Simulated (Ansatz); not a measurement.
Ansatz (a first-principles code) input:
A basis named .json is the Basis Set Exchange file of that set.

Ansatz 0.2 input:
```yaml
crystal:
  periodic: [false, false, false]
  atoms:
    - {symbol: Cl, position_ang: [1.79995706, 0.12276470, -0.02117283]}
    - {symbol: Sn, position_ang: [-0.55078277, -0.03756572, 0.00647884]}
    - {symbol: H, position_ang: [-1.13233856, 1.49583668, -0.45789123]}
    - {symbol: H, position_ang: [-0.97567619, -0.44516860, 1.60600849]}
    - {symbol: H, position_ang: [-0.95211665, -1.25938202, -1.11212104]}
basis:
  gaussian:
    orbitals: def2-TZVPPD.json
    fitting: {mean_field: def2-universal-jkfit, correlation: def2-TZVPPD-RIFIT.json}
magnetization: {spin_polarized: false}
correlation: {method: mp2, electrons: outside_noble_gas}
```

Predict the final energy.

-674.94317 Eh (RI-MP2/def2-TZVPPD). The basis has 158 functions.
